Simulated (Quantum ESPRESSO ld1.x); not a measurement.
Results of a calculation; reference values are marked as such.
Q: The mean radii <r> (bohr) of the occupied orbitals of an atom or ion are listed with their occupations. Level of theory: Dirac Kohn-Sham, LDA (Slater exchange, VWN5 correlation), spin-unpolarised, spherical densities, point nucleus (ld1.x of Quantum ESPRESSO 7.5).

orbital      occ.      <r>
1s1/2           2  0.02038
2s1/2           2  0.08595
2p1/2           2  0.07150
2p3/2           4  0.07877
3s1/2           2   0.2251
3p1/2           2   0.2148
3p3/2           4   0.2285
3d3/2           4   0.2014
3d5/2           6   0.2056
4s1/2           2   0.5073
4p1/2           2   0.5158
4p3/2           4   0.5471
4d3/2           4   0.5735
4d5/2           6   0.5844
5s1/2           2    1.205
5p1/2           2    1.328
5p3/2           4    1.416
4f5/2     4.28571   0.7237
4f7/2     5.71429   0.7337
6p1/2    0.333333    3.245
6p3/2    0.666667    3.403

Name the element and its charge. Open shells, if any, are shared by 2j + 1.

A: Z = 68, erbium, charge +3: Er3+ in [Xe] 4f10 6p1. The 1s radius gives Z: for a bare nucleus <r> = (2 gamma + 1)/(2Z) with gamma = sqrt(1 - (Z/c)^2), 0.02012 bohr for Z = 68, and screening makes it slightly larger (0.02038 here). The occupations add up to 65, and the charge is Z minus that.
